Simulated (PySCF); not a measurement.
# Spinor energies of W⁺ (tungsten, charge +1)

Start: [Xe] 4f14 5d4 6s1; 5d3/2 filled at m_j = -3/2, -1/2, +1/2, +3/2; 6s1/2 filled at m_j = +1/2. Calculated with PySCF 2.14 in x2c-TZVPall-2c with one added diffuse shell each of s, p, d type (12s12p11d2f, 117 functions): generalised Hartree-Fock with the X2C-1e Hamiltonian and a Gaussian nucleus; one run each with spin-orbit coupling (SO) switched off, then screened by Boettger's factors.

```json
{"spinor shell": "1s1/2", "electrons": "2", "ε, spin-free (eV)": "-69908.0", "ε, screened SO (eV)": "-69886.5", "weight of nominal j (screened SO)": "1.000", "rms radius, screened SO (bohr)": "0.0208"}
{"spinor shell": "2s1/2", "electrons": "2", "ε, spin-free (eV)": "-12213.9", "ε, screened SO (eV)": "-12207.0", "weight of nominal j (screened SO)": "1.000", "rms radius, screened SO (bohr)": "0.0838"}
{"spinor shell": "2p1/2", "electrons": "2", "ε, spin-free (eV)": "-10686.1", "ε, screened SO (eV)": "-11652.6", "weight of nominal j (screened SO)": "1.000", "rms radius, screened SO (bohr)": "0.0713"}
{"spinor shell": "2p3/2", "electrons": "4", "ε, spin-free (eV)": "-10686.1", "ε, screened SO (eV)": "-10294.1", "weight of nominal j (screened SO)": "1.000", "rms radius, screened SO (bohr)": "0.0787"}
{"spinor shell": "3s1/2", "electrons": "2", "ε, spin-free (eV)": "-2880.8", "ε, screened SO (eV)": "-2878.5", "weight of nominal j (screened SO)": "1.000", "rms radius, screened SO (bohr)": "0.214"}
{"spinor shell": "3p1/2", "electrons": "2", "ε, spin-free (eV)": "-2420.6", "ε, screened SO (eV)": "-2631.9", "weight of nominal j (screened SO)": "1.000", "rms radius, screened SO (bohr)": "0.206"}
{"spinor shell": "3p3/2", "electrons": "4", "ε, spin-free (eV)": "-2420.6", "ε, screened SO (eV)": "-2333.2", "weight of nominal j (screened SO)": "1.000", "rms radius, screened SO (bohr)": "0.221"}
{"spinor shell": "3d3/2", "electrons": "4", "ε, spin-free (eV)": "-1885.3", "ε, screened SO (eV)": "-1922.8", "weight of nominal j (screened SO)": "1.000", "rms radius, screened SO (bohr)": "0.195"}
{"spinor shell": "4s1/2", "electrons": "2", "ε, spin-free (eV)": "-632.51", "ε, screened SO (eV)": "-631.67", "weight of nominal j (screened SO)": "1.000", "rms radius, screened SO (bohr)": "0.478"}
{"spinor shell": "4p1/2", "electrons": "2", "ε, spin-free (eV)": "-478.83", "ε, screened SO (eV)": "-528.18", "weight of nominal j (screened SO)": "1.000", "rms radius, screened SO (bohr)": "0.486"}
{"spinor shell": "4p3/2", "electrons": "4", "ε, spin-free (eV)": "-478.83", "ε, screened SO (eV)": "-458.11", "weight of nominal j (screened SO)": "1.000", "rms radius, screened SO (bohr)": "0.520"}
{"spinor shell": "4d3/2", "electrons": "4", "ε, spin-free (eV)": "-280.10", "ε, screened SO (eV)": "-287.72", "weight of nominal j (screened SO)": "0.999", "rms radius, screened SO (bohr)": "0.544"}
{"spinor shell": "4d5/2", "electrons": "6", "ε, spin-free (eV)": "-280.10", "ε, screened SO (eV)": "-274.23", "weight of nominal j (screened SO)": "1.000", "rms radius, screened SO (bohr)": "0.556"}
{"spinor shell": "5s1/2", "electrons": "2", "ε, spin-free (eV)": "-101.12", "ε, screened SO (eV)": "-100.89", "weight of nominal j (screened SO)": "1.000", "rms radius, screened SO (bohr)": "1.15"}
{"spinor shell": "5p1/2", "electrons": "2", "ε, spin-free (eV)": "-60.139", "ε, screened SO (eV)": "-68.999", "weight of nominal j (screened SO)": "0.932", "rms radius, screened SO (bohr)": "1.29"}
{"spinor shell": "4f5/2", "electrons": "6", "ε, spin-free (eV)": "-57.399", "ε, screened SO (eV)": "-58.345", "weight of nominal j (screened SO)": "0.983", "rms radius, screened SO (bohr)": "0.673"}
{"spinor shell": "5p3/2", "electrons": "4", "ε, spin-free (eV)": "-60.139", "ε, screened SO (eV)": "-56.128", "weight of nominal j (screened SO)": "0.942", "rms radius, screened SO (bohr)": "1.36"}
{"spinor shell": "4f7/2", "electrons": "8", "ε, spin-free (eV)": "-57.399", "ε, screened SO (eV)": "-55.956", "weight of nominal j (screened SO)": "0.981", "rms radius, screened SO (bohr)": "0.678"}
{"spinor shell": "5d3/2", "electrons": "4", "ε, spin-free (eV)": "-17.846", "ε, screened SO (eV)": "-17.868", "weight of nominal j (screened SO)": "0.604", "rms radius, screened SO (bohr)": "2.09"}
{"spinor shell": "6s1/2", "electrons": "1", "ε, spin-free (eV)": "-15.324", "ε, screened SO (eV)": "-15.262", "weight of nominal j (screened SO)": "0.998", "rms radius, screened SO (bohr)": "3.21"}
```

**Question.** Where does 3d5/2 lie, and what is the 3d spin-orbit splitting (screened SO)?

**Answer.** At -1858.2 eV, 64.564 eV above 3d3/2.

```
   quantity     spin-free   screened SO
E (hartree)  -16130.35197  -16149.36140
        M_J           1/2           1/2
       ⟨J²⟩         4.760         4.028
       ⟨L²⟩         6.004         5.943
       ⟨S²⟩         8.756         8.620
```

The determinant has a definite M_J but mixes levels of different J.

Each row is a mean over spinors that exchange with the open shell spreads, by up to 4.386 eV (5p3/2).

Rows whose weight is well below 1 are mixtures of j = l ± 1/2: exchange outweighs spin-orbit coupling there, and the label is only the starting occupation.

Breit and QED terms are absent; they matter most for the inner s and p1/2 levels.

Densities and radii are taken from the X2C orbitals without a picture-change correction, which distorts them close to the nucleus.

Without spin-orbit coupling the j labels of p, d and f shells carry no meaning; the spin-free column gives the mean over the occupied spinors of each nl shell, and its ⟨J²⟩ belongs to a mixture of degenerate components.
